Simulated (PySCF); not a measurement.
# Magnetisability: `C=C[C@@H]1Cc2ccccc2[C@H](C)C1`, C₁₃H₁₆

Geometry:
```
atom   x (Å)   y (Å)   z (Å)
  C1   4.004   0.728  -0.856
  C2   3.067   0.377   0.004
  C3   1.611   0.264  -0.320
  C4   0.790   1.220   0.547
  C5  -0.689   1.012   0.372
  C6  -1.549   2.039   0.745
  C7  -2.917   1.919   0.604
  C8  -3.442   0.758   0.063
  C9  -2.596  -0.267  -0.310
 C10  -1.217  -0.170  -0.147
 C11  -0.331  -1.324  -0.565
 C12  -0.876  -2.670  -0.077
 C13   1.102  -1.154  -0.059
 H14   3.770   0.969  -1.880
 H15   5.043   0.791  -0.579
 H16   3.329   0.139   1.028
 H17   1.454   0.513  -1.375
 H18   1.048   1.060   1.599
 H19   1.043   2.255   0.306
 H20  -1.129   2.949   1.152
 H21  -3.569   2.727   0.903
 H22  -4.509   0.652  -0.069
 H23  -3.019  -1.161  -0.742
 H24  -0.307  -1.339  -1.664
 H25  -0.144  -3.453  -0.264
 H26  -1.795  -2.943  -0.587
 H27  -1.074  -2.631   0.992
 H28   1.134  -1.352   1.015
 H29   1.750  -1.881  -0.554
```

Computed with GIAO OPBE/STO-3G magnetisability, rotational g tensor and spin-rotation constants, non-relativistic, gas phase in PySCF. Geometry: GFN2-xTB.

(1) How diamagnetic is it, and how anisotropic?

(2) Split it along the inertial axes a, b, c into diamagnetic and paramagnetic parts about the centre of mass, with the quadrupole moment.

(3) And the rotational g tensor?

Answers

(1) Isotropic -2140 × 10⁻³⁰ J/T², or -128.8 × 10⁻⁶ cm³/mol; principal values -2836, -1864, -1718 × 10⁻³⁰ J/T², anisotropy 1053 × 10⁻³⁰ J/T² (root of half the summed squared differences of the principal values). The susceptibility is in cgs units.

(2) 
```csv
axis,χ (10⁻⁶ cm³/mol),diamagnetic (10⁻⁶ cm³/mol),paramagnetic (10⁻⁶ cm³/mol),summed x² of all electrons (Å²),quadrupole Θ (D Å)
a,-106.0,-1054.2,948.2,498.9,-0.79
b,-115.4,-2281.3,2165.9,209.7,+1.97
c,-165.2,-3006.5,2841.3,38.8,-1.18
```
Anisotropies 2χaa − χbb − χcc = +68.6 and 2χbb − χaa − χcc = +40.4 × 10⁻⁶ cm³/mol. Θ is traceless in Buckingham's convention.

(3) 
| axis | rotational constant (GHz) | g | nuclear part | electronic part |
| --- | --- | --- | --- | --- |
| a | 1.4118 | -0.0141 | 0.6149 | -0.6289 |
| b | 0.5671 | -0.0036 | 0.5735 | -0.5771 |
| c | 0.4263 | +0.0077 | 0.5767 | -0.5691 |

Asymmetric top; isotopes 12C, 1H; no vibrational averaging.
